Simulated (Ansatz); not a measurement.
Program: Ansatz. Geometries: PBE0-D4/def2-TZVP. ΔE: electronic, gas phase. CCSD(T)/CBS is the MP2 limit (def2-TZVPP, def2-QZVPP) plus CCSD(T) − MP2 in def2-TZVPP, frozen cores. This one scheme is used for every species. For Ge outer-core shells are correlated without core-valence functions, which leaves a few kJ/mol of doubt a bond. Scalar relativity is left out up to krypton. One conformer a species, not always the lowest.

Reaction (cleavage of the Si–Si bond): `O[SiH](F)[SiH3]` + `[NH2][GeH2][OH]` → `[OH][GeH2][NH][SiH](O)F` + SiH₄

```tsv
species	HF/def2-QZVPP energy (Eh)
`O[SiH](F)[SiH3]`	-755.32393
`[NH2][GeH2][OH]`	-2207.73525
`[OH][GeH2][NH][SiH](O)F`	-2671.83732
SiH₄	-291.26782
```

**Question.** Work out ΔE.

**Answer.** ΔE = (-2671.83732) + (-291.26782) − (-755.32393) − (-2207.73525) = -0.04596 Eh = -120.7 kJ/mol. CCSD(T)/CBS gives -116.5 kJ/mol.

Largest T1 diagnostic among the species: 0.013.

The D4 term adds −8.4 kJ/mol with B3LYP and −4.6 kJ/mol with PBE0; it sums over pairs of atoms, weighted by their polarisabilities, and B3LYP, whose exchange is more repulsive, gets the larger term. From PBE to PBE0 (25 % exact exchange), in def2-TZVPP and without D4, ΔE moves by −8.1 kJ/mol.

B3LYP here is the variant with VWN-RPA as its local correlation; programs differ in this.
